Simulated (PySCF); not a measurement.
# InSCl: from structure and modes to constants

Method: PBE0 in PySCF with In def2-TZVP with ECP28, S def2-TZVP, Cl def2-TZVP; scalar-relativistic core potentials, no spin–orbit coupling; density-fitted integrals.

The singlet minimum has C∞v symmetry. Masses (u): In 114.90388, S 31.97207, Cl 34.96885.

```xyz
3
charge 0 multiplicity 1, angstrom
In    0.0532    0.0000    0.0000
S     2.2372    0.0000    0.0000
Cl   -2.2203    0.0000    0.0000
```

Harmonic wavenumbers (cm⁻¹): 92.9 (π, ×2), 365.8 (σ+, ×1), 505.1 (σ+, ×1).

Question: Find the principal moments of inertia and the rotational constants. What kind of rotor is it?

Answer: About the centre of mass I = 332.73 u Å². With B = 16.8576/I this gives 0.05066 cm⁻¹. The molecule is linear.

Question: What is the harmonic zero-point energy?

Answer: Half the sum of all 4 wavenumbers, 1057/2 = 528 cm⁻¹, which is 6.3 kJ/mol (1 cm⁻¹ = 0.0119627 kJ/mol).

Other isomers or separated fragments may lie lower.
